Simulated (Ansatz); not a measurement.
iodine atom (I), doublet (core potentials on I). Base run: HF/def2-SVP (Ansatz, an electronic-structure program).

Geometry (Å):
```xyz
1

I      0.0000     0.0000     0.0000
```
Charge 0, spin multiplicity 2.
Orbitals are unrestricted.
All else is at Ansatz's defaults.

Variants of this job, named by their change:

| change | basis functions | E (Eh) |
|---|---|---|
| base | 26 | -296.64961 |
| basis = def2-SV(P) | 26 | -296.64961 |
| basis = STO-3G | 27 | -6850.67625 |
| basis = 3-21G | 33 | -6887.84045 |
| basis = def2-SVPD | 35 | -296.65058 |
| basis = def2-TZVP | 50 | -296.65857 |
| basis = def2-TZVPP | 50 | -296.65857 |
| basis = def2-TZVPD | 59 | -296.65862 |
| basis = 6-311G** | 62 | -6916.81240 |
| basis = def2-QZVPP | 82 | -296.65973 |
| basis = def2-QZVP | 82 | -296.65973 |

Totals compare only among sets that treat the same electrons; sets with core potentials leave the core out.
